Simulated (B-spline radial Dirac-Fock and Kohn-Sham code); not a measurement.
**Auger decay of the M2 hole in In⁶⁺**

System: indium as In⁶⁺, 1s2 2s2 2p6 3s2 3p6 3d10 4s2 4p6 4d7.

Input of the calculation (task.json; shells as n, l, electrons):

```json
{"items": [{
  "Z": 49,
  "q": 6,
  "cfg": [[1, 0, 2], [2, 0, 2], [2, 1, 6], [3, 0, 2], [3, 1, 6], [3, 2, 10], [4, 0, 2], [4, 1, 6], [4, 2, 7]],
  "A": 115,
  "rrms": 4.6156,
  "do": ["binding", "quiet", "decay"],
  "holes": ["K", "L1", "L2", "L3", "M1", "M2", "M3", "M4", "M5", "N1", "N2", "N3"]
}]}
```

Launch: `python xray_run.py task.json out`

Calculated with a radial finite-basis atomic code, using a relativistic independent-particle model: LDA orbitals of the hole state, radiative multipoles to third order, Auger rates from the Coulomb interaction with a continuum orbital, Dirac-Fock energies. Kinetic energies are configuration averages from the vacuum level; the two-hole energies are estimated from single-hole states.

```csv
transition,kinetic energy (eV),width (meV),share (%)
M2-M5N1,4.67,109,3.3
M2-M4N2,–,638,19.0
M2-M5N2,48.93,793,23.6
M2-M4N3,–,990,29.5
M2-M5N3,56.74,85.5,2.5
M2-M4N4,–,167,5.0
M2-M4N5,–,173,5.1
M2-M5N4,125.8,14.2,0.4
M2-M5N5,127.1,24.3,0.7
M2-N1N2,374.6,44.3,1.3
M2-N2N2,415.2,30.9,0.9
M2-N2N3,424.0,98.2,2.9
M2-N2N4,493.2,58.7,1.7
M2-N2N5,493.2,98.8,2.9
```

A dash stands for an energy that rests on an unreliable hole state.

Coster-Kronig rates are the weakest part of this model and often come out 1.5 to 2.5 times too large. The listed channels hold 99 % of the non-radiative rate. Summed by principal shells, of 3.36 eV in all: MMN 89.1 %, MNN 10.9 %.
